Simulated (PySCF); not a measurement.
Species: B2F2GeH4.
SMILES with atom numbers: `[BH2:1][GeH2:2][B:3]([F:4])[F:5]` (hydrogens: H6, H7 on B1; H8, H9 on Ge2)

A linear-response calculation (PySCF, def2-SVPD basis, gas phase, vertical, core orbitals frozen in the response) gave these numbers; the functional is withheld.

Orbital energies (eV): HOMO-3 -10.56, HOMO-2 -9.39, HOMO-1 -9.24, HOMO -8.39, LUMO -2.68, LUMO+1 -0.63, LUMO+2 0.31.

| state | E (eV) | f | main configurations (H = HOMO, L = LUMO) |
| --- | --- | --- | --- |
| S1 | 4.16 | 0.015 | H→L (90%) |
| S2 | 5.21 | 0.0033 | H-2→L (84%), H-3→L (12%) |
| S3 | 5.45 | 0.059 | H-1→L (87%) |
| S4 | 6.21 | 0.0037 | H-3→L (86%), H-2→L (12%) |
| S5 | 6.54 | 0.073 | H→L+1 (91%) |
| S6 | 7.39 | 0.024 | H-1→L+1 (70%), H→L+2 (21%) |

Triplets, Tamm–Dancoff:

| state | E (eV) | λ (nm) | main configurations (H = HOMO, L = LUMO) |
| --- | --- | --- | --- |
| T1 | 3.26 | 380.4 | H→L (95%) |
| T2 | 4.60 | 269.8 | H-2→L (64%), H-3→L (29%) |
| T3 | 4.70 | 264.1 | H-1→L (82%) |
| T4 | 5.65 | 219.5 | H→L+1 (74%), H-1→L+1 (12%), H-1→L (9%) |

Vertical ionisation energy by ΔSCF with the same functional: 10.49 eV. Mean static polarisability: 63.1 au.

**Question.** Name the functional.
A. PBE0
B. HF
C. CAM-B3LYP
D. PBE

**Answer.** A. PBE0 is a global hybrid with 25% exact exchange. In this run −ε(HOMO) = 8.39 eV differs from the ΔSCF value by -2.10 eV, and S1 differs from the orbital gap of 5.71 eV by -1.55 eV. The ratio −ε(HOMO)/IP is 0.80. Small neutral molecules mostly give 0.7 to 0.83 with PBE0, 0.5 to 0.7 with PBE, 0.85 to 0.93 with CAM-B3LYP; Hartree–Fock can't fall below 1, since the ion's relaxation only lowers the ΔSCF value. The other options: PBE, a GGA without exact exchange; HF, time-dependent Hartree–Fock, 100% exact exchange; CAM-B3LYP, range-separated, 19% exact exchange at short range and 65% at long range (ω = 0.33 bohr⁻¹).

Level of theory: PySCF 2.14.0, density-fitted response routines, TDDFT PBE0/def2-SVPD, vertical, gas phase, core orbitals frozen in the response. Geometry: PBE0-D3(BJ)/def2-SVP, one conformer, isolated molecule. The PBE0/def2-SVPD calculation is non-relativistic and has no spin–orbit coupling, an omission that weighs most on germanium.

The values belong to the conformer `[BH2:1][GeH2:2][B:3]([F:4])[F:5]`: B1–Ge2–B3–F4 83°.
